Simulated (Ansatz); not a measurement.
Born–Oppenheimer molecular dynamics of a periodic cell of 32 atoms, H$_{2}$CO (contents 8 H2CO, density as packed 0.91 g/cm³ with natural masses). It starts from a partly relaxed structure (largest force component 0.25 eV/Å).

Theory: DFT PBE-D3(BJ), scalar-relativistic, plane waves, PAW in Ansatz 0.2.0. Settings: cutoff 420 eV, k mesh 1x1x1, fermi-dirac smearing 0.02 eV, no spin polarisation.

```json
{
  "ensemble": "NVT, Langevin thermostat",
  "time step": "0.5 fs",
  "steps asked": "300",
  "set temperature": "300 K",
  "friction": "0.02 /fs",
  "seed": "140102"
}
```

Frames 1 fs apart, positions in Å.

Velocities at 65.0 fs (Å/ps):

```
O 6.82 -3.22 2.19
C -3.59 4.71 -3.91
H 7.38 -13.04 -6.88
H -6.01 -13.29 11.78
O -5.59 1.00 -1.38
C 0.38 4.83 2.77
H -11.53 -17.74 -11.18
H -1.88 -5.47 -10.12
O -5.05 3.10 -0.69
C 1.57 -1.55 2.88
H -17.86 2.15 -2.95
H 12.24 -1.46 12.72
O 4.92 -3.57 -7.71
C 2.18 2.62 6.49
H 21.09 10.11 -9.82
H -14.26 11.21 -2.75
O 1.76 4.24 0.74
C 2.18 -4.18 12.43
H -27.05 -10.50 1.82
H 6.26 -18.74 -30.78
O -0.64 0.98 0.55
C 8.02 2.32 -6.82
H 8.75 12.64 6.47
H 3.90 -21.60 -16.15
O 4.94 0.51 1.86
C -0.53 -0.63 -1.38
H 6.97 13.85 38.16
H -0.91 -8.28 39.85
O 1.50 -1.41 -5.19
C 1.73 10.31 1.96
H -10.90 -16.20 9.16
H -11.13 2.25 -10.97
```

```xyz
32
Lattice="7.6013 0.0000 0.0000 0.0000 7.6013 0.0000 0.0000 0.0000 7.6013" Properties=species:S:1:pos:R:3 time_fs=65.0 energy_less_start_eV=1.069 T=275
O 7.184 6.416 7.591
C 7.238 7.216 6.684
H 7.701 8.228 6.820
H 6.732 7.029 5.690
O -0.204 3.253 2.278
C 0.051 2.142 1.972
H -0.544 1.532 1.282
H 1.058 1.758 2.217
O 4.021 2.594 4.597
C 4.750 2.929 3.633
H 4.563 3.738 2.895
H 5.639 2.358 3.437
O 4.212 4.380 0.630
C 4.173 5.441 0.053
H 4.843 6.211 0.410
H 3.434 5.722 -0.747
O 2.379 7.803 5.495
C 2.579 7.360 4.376
H 2.227 7.898 3.513
H 2.969 6.369 4.341
O 4.161 0.799 8.685
C 4.583 1.316 7.694
H 4.848 2.407 7.689
H 4.656 0.684 6.789
O 1.648 4.764 5.523
C 1.666 3.723 4.876
H 1.597 3.695 3.701
H 1.386 2.726 5.374
O 5.377 5.834 3.649
C 6.051 6.318 2.810
H 6.510 7.295 2.949
H 6.336 5.724 1.907
32
Lattice="7.6013 0.0000 0.0000 0.0000 7.6013 0.0000 0.0000 0.0000 7.6013" Properties=species:S:1:pos:R:3 time_fs=66.0 energy_less_start_eV=0.974 T=308
O 7.191 6.414 7.593
C 7.234 7.221 6.680
H 7.708 8.216 6.814
H 6.729 7.016 5.702
O -0.210 3.255 2.276
C 0.053 2.146 1.975
H -0.557 1.510 1.270
H 1.060 1.750 2.206
O 4.017 2.597 4.596
C 4.752 2.928 3.636
H 4.542 3.738 2.896
H 5.654 2.353 3.447
O 4.217 4.377 0.622
C 4.175 5.444 0.060
H 4.863 6.224 0.401
H 3.421 5.731 -0.749
O 2.381 7.807 5.496
C 2.581 7.355 4.389
H 2.201 7.887 3.509
H 2.980 6.346 4.307
O 4.160 0.800 8.686
C 4.591 1.319 7.688
H 4.857 2.417 7.693
H 4.663 0.664 6.772
O 1.653 4.764 5.524
C 1.665 3.722 4.874
H 1.607 3.709 3.744
H 1.386 2.722 5.414
O 5.378 5.832 3.644
C 6.053 6.328 2.811
H 6.502 7.284 2.963
H 6.323 5.728 1.892
32
Lattice="7.6013 0.0000 0.0000 0.0000 7.6013 0.0000 0.0000 0.0000 7.6013" Properties=species:S:1:pos:R:3 time_fs=67.0 energy_less_start_eV=0.999 T=303
O 7.197 6.412 7.595
C 7.229 7.224 6.675
H 7.717 8.203 6.810
H 6.726 7.003 5.715
O -0.216 3.259 2.274
C 0.055 2.150 1.978
H -0.574 1.488 1.264
H 1.063 1.744 2.199
O 4.012 2.601 4.594
C 4.753 2.927 3.638
H 4.519 3.731 2.898
H 5.675 2.344 3.460
O 4.222 4.372 0.615
C 4.177 5.447 0.067
H 4.886 6.240 0.390
H 3.412 5.733 -0.744
O 2.382 7.810 5.496
C 2.582 7.348 4.402
H 2.176 7.876 3.494
H 2.996 6.320 4.270
O 4.160 0.802 8.686
C 4.600 1.322 7.681
H 4.869 2.422 7.694
H 4.674 0.650 6.754
O 1.657 4.765 5.526
C 1.663 3.720 4.871
H 1.625 3.723 3.790
H 1.384 2.728 5.449
O 5.378 5.830 3.640
C 6.057 6.335 2.809
H 6.499 7.286 2.979
H 6.311 5.737 1.879
32
Lattice="7.6013 0.0000 0.0000 0.0000 7.6013 0.0000 0.0000 0.0000 7.6013" Properties=species:S:1:pos:R:3 time_fs=68.0 energy_less_start_eV=1.070 T=260
O 7.203 6.409 7.597
C 7.224 7.226 6.670
H 7.726 8.191 6.806
H 6.719 6.995 5.725
O -0.223 3.263 2.272
C 0.058 2.151 1.977
H -0.590 1.468 1.270
H 1.071 1.734 2.195
O 4.008 2.605 4.591
C 4.753 2.926 3.641
H 4.495 3.724 2.904
H 5.697 2.333 3.475
O 4.227 4.368 0.608
C 4.179 5.452 0.073
H 4.908 6.253 0.376
H 3.409 5.732 -0.732
O 2.384 7.814 5.499
C 2.583 7.342 4.415
H 2.154 7.866 3.480
H 3.012 6.299 4.234
O 4.158 0.804 8.686
C 4.608 1.325 7.674
H 4.878 2.418 7.693
H 4.693 0.648 6.745
O 1.662 4.765 5.526
C 1.659 3.720 4.870
H 1.647 3.733 3.825
H 1.385 2.745 5.472
O 5.377 5.827 3.638
C 6.061 6.342 2.808
H 6.501 7.304 2.997
H 6.300 5.751 1.872
32
Lattice="7.6013 0.0000 0.0000 0.0000 7.6013 0.0000 0.0000 0.0000 7.6013" Properties=species:S:1:pos:R:3 time_fs=69.0 energy_less_start_eV=1.072 T=255
O 7.208 6.407 7.598
C 7.219 7.227 6.666
H 7.736 8.179 6.804
H 6.714 6.985 5.729
O -0.229 3.269 2.272
C 0.061 2.151 1.974
H -0.603 1.457 1.283
H 1.080 1.723 2.193
O 4.005 2.610 4.588
C 4.751 2.924 3.644
H 4.473 3.718 2.914
H 5.716 2.327 3.492
O 4.232 4.364 0.602
C 4.183 5.458 0.077
H 4.926 6.260 0.357
H 3.408 5.724 -0.711
O 2.386 7.818 5.502
C 2.583 7.335 4.427
H 2.142 7.856 3.472
H 3.027 6.289 4.201
O 4.157 0.806 8.687
C 4.614 1.328 7.668
H 4.890 2.413 7.688
H 4.713 0.650 6.743
O 1.666 4.765 5.524
C 1.654 3.719 4.872
H 1.668 3.740 3.839
H 1.394 2.770 5.483
O 5.375 5.824 3.639
C 6.066 6.346 2.806
H 6.507 7.337 3.011
H 6.289 5.774 1.871
32
Lattice="7.6013 0.0000 0.0000 0.0000 7.6013 0.0000 0.0000 0.0000 7.6013" Properties=species:S:1:pos:R:3 time_fs=70.0 energy_less_start_eV=0.983 T=284
O 7.213 6.406 7.599
C 7.214 7.228 6.665
H 7.750 8.168 6.798
H 6.711 6.975 5.728
O -0.236 3.275 2.272
C 0.066 2.148 1.969
H -0.607 1.459 1.307
H 1.090 1.714 2.190
O 4.004 2.614 4.583
C 4.748 2.921 3.648
H 4.456 3.713 2.924
H 5.726 2.324 3.516
O 4.236 4.361 0.596
C 4.187 5.464 0.080
H 4.935 6.262 0.337
H 3.415 5.714 -0.686
O 2.388 7.822 5.506
C 2.582 7.326 4.436
H 2.135 7.846 3.479
H 3.039 6.288 4.172
O 4.156 0.808 8.688
C 4.620 1.331 7.663
H 4.898 2.407 7.678
H 4.735 0.656 6.745
O 1.670 4.765 5.522
C 1.649 3.720 4.878
H 1.691 3.746 3.828
H 1.410 2.799 5.481
O 5.373 5.821 3.639
C 6.070 6.350 2.802
H 6.515 7.375 3.018
H 6.276 5.805 1.871
32
Lattice="7.6013 0.0000 0.0000 0.0000 7.6013 0.0000 0.0000 0.0000 7.6013" Properties=species:S:1:pos:R:3 time_fs=71.0 energy_less_start_eV=0.920 T=292
O 7.219 6.406 7.598
C 7.209 7.226 6.665
H 7.766 8.170 6.788
H 6.708 6.968 5.724
O -0.243 3.280 2.273
C 0.071 2.146 1.964
H -0.604 1.472 1.332
H 1.096 1.706 2.187
O 4.003 2.620 4.579
C 4.744 2.916 3.651
H 4.440 3.706 2.931
H 5.729 2.328 3.542
O 4.240 4.358 0.589
C 4.191 5.471 0.082
H 4.936 6.262 0.318
H 3.430 5.703 -0.660
O 2.390 7.827 5.511
C 2.580 7.316 4.443
H 2.135 7.832 3.495
H 3.050 6.301 4.151
O 4.157 0.810 8.689
C 4.627 1.334 7.659
H 4.906 2.402 7.660
H 4.758 0.668 6.753
O 1.673 4.765 5.520
C 1.644 3.721 4.886
H 1.717 3.748 3.804
H 1.430 2.825 5.474
O 5.372 5.818 3.640
C 6.073 6.352 2.798
H 6.523 7.407 3.020
H 6.262 5.842 1.870
```

Of the whole run (150 fs, mean temperature of the second half 254 K): The mean temperature of the second half is 15 % below the set value. A run of 0.15 ps of so small a system gives no equilibrium averages. Limits of this set-up: coarse k mesh.

The run took 6.4 min on 1 thread of Intel(R) Xeon(R) 6975P-C (Granite Rapids) (shared host), peak memory 0.53 GiB.
